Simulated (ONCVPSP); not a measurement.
# chlorine (Cl), ONCV: configuration errors across variants

Cl, optimised norm-conserving Vanderbilt (ONCV), made with ONCVPSP 4.0.1 (PBE, scalar-relativistic). Core [Ne], reference 3s2 3p4.5 (charge +0.5). Waves: 3s: rc 1.35 bohr, ncon 4, nbas 7, qcut 5.4 1/bohr, 3 projectors, debl 0.9 Ha; 3p: rc 1.35 bohr, ncon 4, nbas 8, qcut 6.9 1/bohr, 3 projectors, debl 1.9 Ha; d scattering state at 0.26 Ha: rc 1.05 bohr, ncon 4, nbas 7, qcut 10 1/bohr, 3 projectors, debl 2.5 Ha. Local part: polynomial inside 0.65 bohr (lpopt 4, dvloc0 1 Ha). Core correction: Teter function fitted to the true core (icmod 2), fcfact 0.6.

In the s channel the program set the typed energies aside and used -0.962, 0.250, 1.150 Ha.

All-electron excitation energies from the reference (eV): (1) 3s2 3p5 -5.583; (2) 3s2 3p4 8.293; (3) 3s2 3p3 33.739; (4) 3s2 3p1 124.290.

A true bound ghost makes a file unfit for plane-wave use even where its test errors are small: the radial tests pick states by their node count and pass the ghost by.

Errors AE − PS in meV (a dash: test not solved or not reliable):

```tsv
change	(1)	(2)	(3)	(4)	bound ghosts	GHOST(+) flags above zero
base	+0.8	0.0	+8.9	+154	s, p, d	s
all radii but the core radius scaled by about 0.79 (s 1.06, p 1.06, d 0.84 bohr); local potential polynomial inside 0.52 bohr (lpopt 4, dvloc0 1 Ha)	+0.5	0.0	+6.4	+114	s, p, d	p
all radii but the core radius scaled by about 0.83 (s 1.12, p 1.12, d 0.88 bohr); local potential polynomial inside 0.54 bohr (lpopt 4, dvloc0 1 Ha)	+0.6	0.0	+7.4	+132	s, p, d	s, p
all radii but the core radius scaled by about 0.91 (s 1.22, p 1.22, d 0.96 bohr); local potential polynomial inside 0.58 bohr (lpopt 4, dvloc0 1 Ha)	+0.7	0.0	+8.2	+145	s, p, d	s, p
all radii but the core radius scaled by about 0.97 (s 1.30, p 1.30, d 1.02 bohr); local potential polynomial inside 0.62 bohr (lpopt 4, dvloc0 1 Ha)	+0.7	0.0	+8.7	+152	s, p, d	s
all radii but the core radius scaled by about 1.09 (s 1.48, p 1.48, d 1.14 bohr); local potential polynomial inside 0.70 bohr (lpopt 4, dvloc0 1 Ha)	+0.8	0.0	+9.2	+158	none	s, d
all radii but the core radius scaled by about 1.13 (s 1.52, p 1.52, d 1.18 bohr); local potential polynomial inside 0.74 bohr (lpopt 4, dvloc0 1 Ha)	+0.8	0.0	+9.3	+159	none	s
all radii but the core radius scaled by about 1.21 (s 1.64, p 1.64, d 1.26 bohr); local potential polynomial inside 0.78 bohr (lpopt 4, dvloc0 1 Ha)	+0.8	0.0	+9.5	+161	none	s
all radii but the core radius scaled by about 1.31 (s 1.76, p 1.76, d 1.38 bohr); local potential polynomial inside 0.86 bohr (lpopt 4, dvloc0 1 Ha)	+0.8	0.0	+9.9	+163	none	s
```

Question: Give the same row for: all radii but the core radius scaled by about 1.27 (s 1.72, p 1.72, d 1.34 bohr); local potential polynomial inside 0.82 bohr (lpopt 4, dvloc0 1 Ha).

Answer: +0.8, 0.0, +9.8, +163; bound ghosts: none; GHOST(+) flags above zero: s.
